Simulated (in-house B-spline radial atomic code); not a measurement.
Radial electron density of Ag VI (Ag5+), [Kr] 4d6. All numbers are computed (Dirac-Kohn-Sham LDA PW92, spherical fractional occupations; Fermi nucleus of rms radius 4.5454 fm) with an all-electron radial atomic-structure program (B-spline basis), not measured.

Columns: r (bohr), 4πr²n(r) (electrons per bohr), bar.

```
 0.00113    1.553 #
 0.00137    2.181 #
 0.00167    3.076 ##
 0.00202    4.256 ##
 0.00246    5.913 ###
 0.00299    8.117 #####
 0.00363       11 ######
 0.00442    14.79 #########
 0.00537     19.5 ###########
 0.00652    25.22 ###############
 0.00793    31.93 ###################
 0.00964    39.29 #######################
  0.0117     46.7 ###########################
  0.0142     53.4 ###############################
  0.0173    58.45 ##################################
   0.021    60.71 ###################################
  0.0255    59.91 ###################################
   0.031    56.73 #################################
  0.0377    53.23 ###############################
  0.0458    52.35 ##############################
  0.0557    56.32 #################################
  0.0677    64.65 ######################################
  0.0823    73.13 ##########################################
     0.1    75.75 ############################################
   0.122    69.26 ########################################
   0.148    58.08 ##################################
    0.18    50.95 ##############################
   0.218    53.31 ###############################
   0.265    59.83 ###################################
   0.322    58.86 ##################################
   0.392     45.5 ##########################
   0.476    28.22 ################
   0.578    18.06 ##########
   0.703    16.93 ##########
   0.854     17.9 ##########
    1.04    15.27 #########
    1.26    9.892 ######
    1.53    4.842 ###
    1.86    1.788 #
    2.26     0.49 
    2.75  0.09216 
    3.34  0.01113 
    4.06 0.0007455
```

On this grid the curve has 4 maxima, near 0.021, 0.1, 0.265, 0.854 bohr.

The 4d3/2 radial function P(r) = rR(r), positive near the nucleus, with its small component Q(r) (sign convention: Q ≈ (P' + κP/r)/2c):

```tsv
r (bohr)	P	Q
0.00964	0.001041	0.001641
0.0142	0.002929	0.003238
0.021	0.00818	0.006187
0.031	0.02193	0.01114
0.0458	0.05548	0.0185
0.0677	0.1284	0.02729
0.1	0.2598	0.03376
0.148	0.4339	0.03175
0.218	0.5339	0.01774
0.322	0.3588	-0.002577
0.476	-0.1832	-0.01583
0.703	-0.8045	-0.01477
1.04	-1.008	-0.006217
1.53	-0.6976	-0.0005331
2.26	-0.2598	0.0006225
3.34	-0.04141	0.0001846
```
